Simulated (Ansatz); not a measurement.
A nudged elastic band was laid between two geometries of AlBrH4 (6 atoms, charge 0, multiplicity 1).

Level of theory: RKS B3LYP-D4/def2-SVP in Ansatz.

```
movable images  : 5
climbing image  : yes
spring          : 5.0 eV/Å²
optimiser       : quadratic models (default)
start path      : through a guess of the saddle point
force threshold : 0.03 eV/Å
iteration limit : 60
end points      : relaxed
```

Initial state:

```xyz
6
Properties=species:S:1:pos:R:3
Al 0.001 0.188 -0.004
H -0.005 0.738 1.489
H 1.371 0.120 -0.803
H -1.374 0.042 -0.785
Br 0.084 -2.523 0.970
H 0.079 -2.098 2.337
```

Final state:

```xyz
6
Properties=species:S:1:pos:R:3
Al 0.022 -0.626 -0.211
H 0.010 0.278 1.972
H 1.391 0.118 -0.445
H -1.389 0.039 -0.427
Br 0.089 -2.870 0.198
H 0.033 -0.472 2.117
```

Question: Which bonds break or form, and what moves?

Answer: Bonds broken: Al1–H2, Br5–H6. Bonds formed: Al1–Br5, H2–H6. AlBrH4 becomes AlBrH2 + H2.

Question: Give the energies along the band, and the barrier.

Answer: It converged. The highest image is number 2 of 0 to 6, 0.104 eV above the first end and 1.356 eV above the last; the last end lies 1.252 eV below the first. A vibrational analysis at the climbing image gives one clearly imaginary mode, 304i cm⁻¹: a first-order saddle point. The orbitals stay closed-shell, which can raise the energy where a bond breaks towards radicals; this wasn't checked here.

| image | path coordinate (Å) | energy (eV) | Al1–H2 (Å) | Br5–H6 (Å) | Al1–Br5 (Å) |
| --- | --- | --- | --- | --- | --- |
| 0 | 0.00 | 0.000 | 1.59 | 1.43 | 2.88 |
| 1 | 0.60 | 0.055 | 1.60 | 1.44 | 2.89 |
| 2 | 1.20 | 0.104 | 1.63 | 1.51 | 2.79 |
| 3 | 1.62 | -0.167 | 1.75 | 1.80 | 2.58 |
| 4 | 2.03 | -0.877 | 1.97 | 2.18 | 2.38 |
| 5 | 2.44 | -1.190 | 2.19 | 2.61 | 2.30 |
| 6 | 2.85 | -1.252 | 2.36 | 3.07 | 2.28 |

Question: What is the geometry of the highest image?

Answer: 
```xyz
6
Properties=species:S:1:pos:R:3
Al 0.007 -0.021 0.044
H 0.011 0.189 1.664
H 1.404 0.139 -0.672
H -1.406 0.061 -0.654
Br 0.086 -2.620 1.059
H 0.054 -1.280 1.762
```

Question: What are the harmonic wavenumbers there?

Answer: 304i, 203, 348, 533, 638, 779, 845, 878, 1640, 1911, 1956, 1970 cm⁻¹.

Time of the run: 89 s on 1 thread of Arm Neoverse V2, on a shared host, peak memory 0.14 GiB.
